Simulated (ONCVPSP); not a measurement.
# H (Z = 1): variants of one ONCV potential

Base potential:

| Property | Result |
| --- | --- |
| Element | hydrogen |
| Generator | ONCVPSP 4.0.1 |
| Type | optimised norm-conserving Vanderbilt (ONCV) |
| Functional | PBE |
| Relativity | scalar-relativistic |
| Frozen core | none |
| Valence charge | 1 |
| Reference configuration | 1s1 |
| Partial waves | 1s: rc 0.80 bohr, ncon 4, nbas 8, qcut 9.8 1/bohr, 2 projectors, debl 3.1 Ha; p scattering state at 0.09 Ha: rc 0.80 bohr, ncon 4, nbas 8, qcut 8.4 1/bohr, 3 projectors, debl 1.3 Ha |
| Local potential | polynomial inside 0.60 bohr (lpopt 2, dvloc0 4 Ha) |
| Core correction | none |

Cutoffs, loose and tight: the cutoffs (Ha) at which the residual kinetic energy of the hardest occupied pseudo-wave falls to 1 and 0.1 mHa per electron. They do not see the model core or the augmentation charge, which bear on the density cutoff. Test errors are all-electron minus pseudo excitation energies from the reference, over the configurations 1s0.5. A dash means not determined; rows that change the core or the reference have their own tests.

```csv
change,outcome,"cutoff, loose","cutoff, tight",bound ghosts,GHOST(+) flags above zero
base,generated,25 Ha,38 Ha,none,p
"all radii scaled by about 0.80 (s 0.64, p 0.64 bohr); local potential polynomial inside 0.48 bohr (lpopt 2, dvloc0 4 Ha)",generated,29 Ha,49 Ha,none,p
"all radii scaled by about 0.92 (s 0.74, p 0.74 bohr); local potential polynomial inside 0.56 bohr (lpopt 2, dvloc0 4 Ha)",generated,26 Ha,41 Ha,none,p
"all radii scaled by about 1.17 (s 0.94, p 0.94 bohr); local potential polynomial inside 0.70 bohr (lpopt 2, dvloc0 4 Ha)",generated,22 Ha,33 Ha,none,p
"all radii scaled by about 1.30 (s 1.04, p 1.04 bohr); local potential polynomial inside 0.78 bohr (lpopt 2, dvloc0 4 Ha)",generated,21 Ha,31 Ha,none,p
```

(1) What comes out with this change to the base: all radii scaled by about 1.12 (s 0.90, p 0.90 bohr); local potential polynomial inside 0.68 bohr (lpopt 2, dvloc0 4 Ha)?

## Answers

(1) outcome: generated; cutoff, loose: 23 Ha; cutoff, tight: 35 Ha; bound ghosts: none; GHOST(+) flags above zero: p.

Reading the sweep of the scale of all radii (base = 1) (base included, trends over the rows without a ghost): The loose cutoff falls from 29 Ha at 0.8 to 21 Ha at 1.3. A larger radius leaves more room for a smooth pseudo-wave, so fewer plane waves are needed; a smaller one forces it to follow the all-electron wave where it bends sharply.
